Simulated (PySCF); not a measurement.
C7H13N.
Geometry (GFN2-xTB, Å), atoms numbered from 1 in this order:
```xyz
21
C7H13N angstrom
C      2.422   -0.954    0.292
N      1.939    0.372    0.047
C      0.725    0.663   -0.015
C      0.096    2.004   -0.262
C     -1.290    1.358   -0.100
C     -0.634   -0.031    0.109
C     -0.925   -0.646    1.474
C     -0.934   -1.015   -1.017
H      1.643   -1.710    0.429
H      3.053   -0.919    1.182
H      3.055   -1.237   -0.551
H      0.308    2.409   -1.250
H      0.354    2.759    0.479
H     -1.927    1.423   -0.980
H     -1.845    1.714    0.765
H     -0.402   -1.591    1.600
H     -0.613    0.028    2.270
H     -1.994   -0.830    1.575
H     -0.358   -1.931   -0.902
H     -0.688   -0.576   -1.982
H     -1.993   -1.273   -1.012
```

Method used: PBE0/pcSseg-1 in PySCF (dipole) on a GFN2-xTB geometry, gas phase.

Masses are those of the commonest isotopes; rigid-rotor values at the optimised geometry. 

Q: What are A, B and C (GHz)?

A: Ia = 189.46, Ib = 275.49, Ic = 347.50 u·Å²; 505379 MHz·u·Å²/I gives 2667, 1834 and 1454 MHz, that is A = 2.6674, B = 1.8344, C = 1.4543 GHz.

Q: Classify the top.

A: An asymmetric top. Ray's parameter κ = (2B − A − C)/(A − C) = -0.373; −1 is the prolate and +1 the oblate limit.

Q: Is it planar, by Δ = Ic − Ia − Ib?

A: Not planar: Δ = Ic − Ia − Ib = -117.45 u·Å². For a rigid frame Δ = −2 Σ m c², so Σ m c² = 58.73 u·Å² lies off the ab plane: 20.69 from hydrogen and 38.04 from heavier atoms. The atom farthest from that plane is 2.15 Å away.

Q: List the rotational levels J(Ka,Kc) to J = 2 (MHz).

A: Above 0(0,0):
J = 1: 1(0,1) 3289, 1(1,1) 4122, 1(1,0) 4502
J = 2: 2(0,2) 9763, 2(1,2) 10319, 2(1,1) 11460, 2(2,1) 13959, 2(2,0) 14062

Q: Which types of transition are allowed, and where do some lines up to J = 2 fall?

A: The dipole components are |μa| = 1.14 D, |μb| = 1.40 D, |μc| = 0.01 D. The squared components, which scale the intensities, stand as 0.67 : 1.00 : 0.00 (a : b : c). Some lines, for components of 0.1 D or more:

```
type  branch         J(Ka,Kc)   MHz  lower level (cm⁻¹)
   a       Q  1(1,0) ← 1(1,1)   380               0.137
   a       Q  2(1,1) ← 2(1,2)  1140               0.344
   b       Q  1(1,0) ← 1(0,1)  1213               0.110
   b       Q  2(1,1) ← 2(0,2)  1697               0.326
   a       R  1(0,1) ← 0(0,0)  3289               0.000
   b       Q  2(2,1) ← 2(1,2)  3639               0.344
   b       R  1(1,1) ← 0(0,0)  4122               0.000
   b       R  2(0,2) ← 1(1,1)  5641               0.137
   a       R  2(1,2) ← 1(1,1)  6197               0.137
   a       R  2(0,2) ← 1(0,1)  6474               0.110
   b       R  2(1,2) ← 1(0,1)  7030               0.110
   b       R  2(2,0) ← 1(1,1)  9940               0.137
```

Whether it is a minimum is left open (no frequencies). No vibrational averaging or centrifugal distortion is included, and the geometry carries the error of its method. A rigid rotor knows nothing of internal rotation, which can split or shift real lines. Quadrupole hyperfine structure (14N) is left out.
